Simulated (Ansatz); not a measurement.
Basis sets compared for 1-ethyl-3-methylimidazolium dicyanamide, `CCn1cc[n+](C)c1.N#C[N-]C#N`. Charge 0, multiplicity 1. Geometry PBE-D4/def2-SVP. Ansatz on 4 threads of Arm Neoverse V1 on a shared host; times are rough, and most runs start from earlier orbitals.

Cartesian coordinates in Å:
```
C -1.0045 1.8425 2.0548
C -1.9280 0.8054 1.4208
N -1.3177 0.1625 0.2480
C -1.1909 0.7264 -1.0132
C -0.4047 -0.1179 -1.7596
N -0.0725 -1.1838 -0.9388
C 0.8045 -2.2951 -1.3021
C -0.6134 -0.9812 0.2762
H -1.4845 2.2597 2.9618
H -0.8032 2.6789 1.3561
H -0.0375 1.3693 2.3246
H -2.1717 -0.0032 2.1374
H -2.8902 1.2443 1.0868
H -1.6503 1.6854 -1.2682
H 0.0210 -0.0194 -2.7635
H 1.5400 -1.9130 -2.0387
H 0.2150 -3.1304 -1.7301
H 1.3427 -2.6307 -0.3961
H -0.4543 -1.6075 1.1571
N 1.6143 -0.1775 1.7157
C 2.2544 0.1838 0.7739
N 2.9892 0.6059 -0.2137
C 2.7291 0.3573 -1.4693
N 2.5131 0.1382 -2.6202
```

In the singlet geometry the species has come apart into loosely held pieces.

Binding counts from free atoms (C triplet, N quartet, H doublet) in the same basis, without a counterpoise term.

```
           level  functions  energy (Eh)  HOMO (eV)  LUMO (eV)  binding per atom (eV)  wall time
       HF/STO-3G         76    -574.1900      -3.91       4.98                   3.26     0.75 s
        HF/6-31G        139    -581.2391      -8.15       2.79                   2.73      2.1 s
 PBE-D4/def2-SVP        237    -584.0664      -4.40      -2.06                   4.81      4.2 s
PBE0-D4/def2-SVP        237    -584.0872      -5.60      -1.15                   4.65      7.5 s
```

Task: Estimate the rows for HF/def2-TZVP (with forces), PBE-D4/def2-TZVP (with forces), PBE0-D4/def2-TZVP.

Result: 
| level | functions | energy (Eh) | HOMO (eV) | LUMO (eV) | binding per atom (eV) | wall time |
| --- | --- | --- | --- | --- | --- | --- |
| HF/def2-TZVP (with forces) | 469 | -581.7336 | -8.57 | 2.42 | 3.04 | 32 s |
| PBE-D4/def2-TZVP (with forces) | 469 | -584.7065 | -4.68 | -2.17 | 4.74 | 12 s |
| PBE0-D4/def2-TZVP | 469 | -584.7212 | -5.82 | -1.23 | 4.59 | 22 s |
